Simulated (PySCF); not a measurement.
Isomers of C3H10O2SSi3, mass 193.971 u with the commonest isotopes. Computed with PBE0/pcSseg-1 in PySCF (dipole) on a GFN2-xTB geometry, gas phase. One conformer each, none proved a minimum here; rigid rotors.

**Question.** Order these by rotational constant C, smallest first.
A. `[CH2:1]=[C:2]1[CH2:3][O:4][Si@@:5]1([O:6][SiH3:7])[S:8][SiH3:9]` with O4–Si5–O6–Si7 125°, O4–Si5–S8–Si9 20°
B. `[CH3:1][S@@:2](=[O:3])[C@@H:4]1[SiH2:5][SiH2:6][SiH2:7][C:8]1=[O:9]` with C1–S2–C4–Si5 -86°, S2–C4–Si5–Si6 -72°, C4–Si5–Si6–Si7 -14°, Si5–Si6–Si7–C8 -9°, Si6–Si7–C8–O9 -133°
C. `[CH:1]#[C:2][SiH2:3][O:4][Si@H:5]([O:6][CH3:7])[S:8][SiH3:9]` with C2–Si3–O4–Si5 -28°, Si3–O4–Si5–O6 55°, O4–Si5–O6–C7 48°, O4–Si5–S8–Si9 111°

**Answer.** A (494.5 MHz), C (582.8 MHz), B (695.4 MHz).

**Question.** Order these by dipole moment, largest first.
A. `[CH3:1][S@@:2](=[O:3])[C@@H:4]1[SiH2:5][SiH2:6][SiH2:7][C:8]1=[O:9]` with C1–S2–C4–Si5 -86°, S2–C4–Si5–Si6 -72°, C4–Si5–Si6–Si7 -14°, Si5–Si6–Si7–C8 -9°, Si6–Si7–C8–O9 -133°
B. `[CH2:1]=[C:2]1[CH2:3][O:4][Si@@:5]1([O:6][SiH3:7])[S:8][SiH3:9]` with O4–Si5–O6–Si7 125°, O4–Si5–S8–Si9 20°
C. `[CH:1]#[C:2][SiH2:3][O:4][Si@H:5]([O:6][CH3:7])[S:8][SiH3:9]` with C2–Si3–O4–Si5 -28°, Si3–O4–Si5–O6 55°, O4–Si5–O6–C7 48°, O4–Si5–S8–Si9 111°

**Answer.** C (3.26 D), A (2.95 D), B (1.16 D).

**Question.** Order these by rotational constant B, largest first.
A. `[CH3:1][S@@:2](=[O:3])[C@@H:4]1[SiH2:5][SiH2:6][SiH2:7][C:8]1=[O:9]` with C1–S2–C4–Si5 -86°, S2–C4–Si5–Si6 -72°, C4–Si5–Si6–Si7 -14°, Si5–Si6–Si7–C8 -9°, Si6–Si7–C8–O9 -133°
B. `[CH2:1]=[C:2]1[CH2:3][O:4][Si@@:5]1([O:6][SiH3:7])[S:8][SiH3:9]` with O4–Si5–O6–Si7 125°, O4–Si5–S8–Si9 20°
C. `[CH:1]#[C:2][SiH2:3][O:4][Si@H:5]([O:6][CH3:7])[S:8][SiH3:9]` with C2–Si3–O4–Si5 -28°, Si3–O4–Si5–O6 55°, O4–Si5–O6–C7 48°, O4–Si5–S8–Si9 111°

**Answer.** A (821.6 MHz), B (703.1 MHz), C (614.8 MHz).

```json
{"SMILES": "C#C[SiH2]O[Si@H](OC)S[SiH3]", "point group": "C1", "Ia (u·Å²)": "480.18", "Ib (u·Å²)": "822.02", "Ic (u·Å²)": "867.19", "κ": "-0.86", "μa (D)": "1.78", "μb (D)": "1.96", "μc (D)": "1.91"}
{"SMILES": "C=C1CO[Si@@]1(O[SiH3])S[SiH3]", "point group": "C1", "Ia (u·Å²)": "515.98", "Ib (u·Å²)": "718.75", "Ic (u·Å²)": "1021.91", "κ": "-0.14", "μa (D)": "0.24", "μb (D)": "1.05", "μc (D)": "0.44"}
{"SMILES": "C[S@@](=O)[C@@H]1[SiH2][SiH2][SiH2]C1=O", "point group": "C1", "Ia (u·Å²)": "447.02", "Ib (u·Å²)": "615.15", "Ic (u·Å²)": "726.71", "κ": "-0.42", "μa (D)": "2.89", "μb (D)": "0.53", "μc (D)": "0.30"}
```
